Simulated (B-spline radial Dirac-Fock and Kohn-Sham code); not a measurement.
These are calculated numbers from a radial atomic solver; the model is Dirac-Fock energy differences between relaxed states, corrected for Breit and QED terms. Free neutral atoms.

Question: Order these X-ray lines by photon energy, lowest first.
A. La Lβ4
B. Te Lα1
C. Ca Kβ1
D. Pd Lβ4
E. Ba Lγ2
F. Dy Lα1

Answer: D (3048.2 eV), B (3770.1 eV), C (4014.1 eV), A (5063.5 eV), E (5790.3 eV), F (6494.1 eV).
